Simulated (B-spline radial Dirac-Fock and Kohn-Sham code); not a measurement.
How the levels of molybdenum move as electrons are removed

Calculated with a radial B-spline solver, using relaxed Dirac-Fock hole states (ΔSCF) with Breit and QED corrections and a finite nucleus. Each ion is free and in its tabulated ground configuration. Correlation energy is missing from these numbers.

Reference: Mo³⁵⁺, [He] 2s2 2p3, with K 22573.9 eV. Shifts from it, in eV (a dash: the subshell is empty, belongs to an open shell averaged over j, or its hole state is left out as unreliable):

```tsv
ion	configuration	K
Mo³⁶⁺	[He] 2s2 2p2	+253.0
Mo³⁷⁺	[He] 2s2 2p1	+510.4
Mo³⁸⁺	[He] 2s2	?
Mo³⁹⁺	[He] 2s1	–
Mo⁴⁰⁺	1s2	+1234.7
Mo⁴¹⁺	1s1	+1998.4
```

**Question.** Give the missing shifts for Mo³⁸⁺.

**Answer.** K +772.3 (eV).
